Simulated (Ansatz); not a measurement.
`[O]=[V]([F])([F])[Cl]` + H₂O → `[O]=[V]([OH])([F])[Cl]` + H–F at 400 K and 1 bar (formal hydrolysis of a V–F bond).

Isolated molecules relaxed with PBE0-D4/def2-TZVP in Ansatz; ΔE leaves out vibrations. CCSD(T)/CBS adds triple-zeta CCSD(T) − MP2 to the extrapolated MP2 energy (def2 sets, frozen cores). This one scheme is used for every species. For V outer-core shells are correlated without core-valence functions, which leaves a few kJ/mol of doubt a bond. Scalar relativity is left out up to krypton. Each species was taken in one conformer, which may not be the lowest.

| species | CCSD(T)/CBS energy (Eh) | H − E (kJ/mol) | S (J/(mol·K)) |
| --- | --- | --- | --- |
| `[O]=[V]([F])([F])[Cl]` | -1678.16404 | 53.1 | 353.8 |
| H₂O | -76.37941 | 69.8 | 198.6 |
| `[O]=[V]([OH])([F])[Cl]` | -1654.14507 | 84.9 | 362.0 |
| H–F | -100.39570 | 36.5 | 182.2 |

H − E and S are ideal-gas, rigid-rotor, harmonic terms from PBE0-D4/def2-TZVP, for one conformer and one mirror image of each species. 1 Eh = 2625.50 kJ/mol, R = 8.31446 J/(mol·K).

Problem. By hand: ΔE, ΔH, ΔS and ΔG.

Solution. ΔE = (-1654.14507) + (-100.39570) − (-1678.16404) − (-76.37941) = 0.00268 Eh = 7.0 kJ/mol. Δ(H − E) = 84.9 + 36.5 − 53.1 − 69.8 = -1.5, so ΔH = 5.5 kJ/mol. ΔS = 362.0 + 182.2 − 353.8 − 198.6 = -8.2 J/(mol·K). ΔG = 5.5 − 400 × (-8.2)/1000 = 8.8 kJ/mol.

Problem. By hand: the equilibrium constant, and the temperature at which ΔG would vanish if ΔH and ΔS stayed fixed.

Solution. log₁₀ K = −ΔG/(RT ln 10) = -1.1. ΔH and −TΔS have one sign here, so there is no such temperature. One of them is within its doubt of zero, so this could turn.

TΔS isn't small against ΔH here. A doubt of 5 kJ/mol in ΔE shifts log₁₀ K by 0.7 here. Other conformers and mirror images would add mixing entropy, several J/(mol·K) or more a flexible species. These are equilibria of isolated gas molecules and say nothing of rates. Largest T1 diagnostic: 0.032 (customary marks: 0.02 for closed shells, 0.045 for open ones).
